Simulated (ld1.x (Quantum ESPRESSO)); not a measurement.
## Transferability test, TM potential for Te

| Property | Result |
| --- | --- |
| Element | Te (Z = 52) |
| Generator | ld1.x (Quantum ESPRESSO) 7.5 |
| Type | norm-conserving Troullier–Martins (Kleinman–Bylander form) |
| Functional | PBE |
| Relativity | fully relativistic |
| Frozen core | [Kr] |
| Valence charge | 16 |
| Reference configuration | 4d10 5s2 5p2 (charge +2) |
| Partial waves | 5s (bound): rc 1.90 bohr; 4d (bound): rc 1.20 bohr; 5p (bound): rc 1.50 bohr |
| Local potential | the p channel |
| Core correction | a·sin(br)/r model core, default radius (core density twice the valence density) |

Open shells are filled in proportion to 2j + 1 (rel_dist='average').

Energies are relative to the spin-unpolarised reference configuration 4d10 5s2 5p2; without spin polarisation the order of configurations can differ from experiment. The p channel is local and has no spin–orbit splitting in the pseudo-atom.

| valence configuration | charge | ΔE all-electron (eV) | error AE − PS (meV) |
| --- | --- | --- | --- |
| 4d10 5s2 5p4 | 0 | -27.698 | -79 |
| 4d10 5s2 5p1 | +3 | 26.927 | +107 |
| 4d9 5s2 5p4 | +1 | 21.518 | -352 |
| 4d10 5s2 5p0 | +4 | 63.446 | +241 |
| 4d10 5s2 5p4.3 | -0.3 | -29.173 | -82 |

Problem. What are ΔE and the potential's error for 4d10 5s2 5p3.5?

Solution. ΔE = -23.791 eV all-electron; the error (AE − PS) is -72 meV.

Problem. What are ΔE and the potential's error for 4d10 5s2 5p3?

Solution. ΔE = -17.949 eV all-electron; the error (AE − PS) is -58 meV.

Levels in the configuration 4d10 5s2 5p3:

| level | all-electron (eV) | pseudo (eV) |
| --- | --- | --- |
| 4d j=3/2 | -51.513 | -51.643 |
| 4d j=5/2 | -50.044 | -50.173 |
| 5s j=1/2 | -23.425 | -23.467 |
| 5p j=1/2 | -14.319 | -13.665 |
| 5p j=3/2 | -13.392 | -13.665 |

Note: ghost state, extra bound levels that the all-electron valence spectrum of the same l lacks: s at -287.8 eV. A true bound ghost makes a file unfit for plane-wave use. The potential misses its own reference levels by up to 0.8 eV.
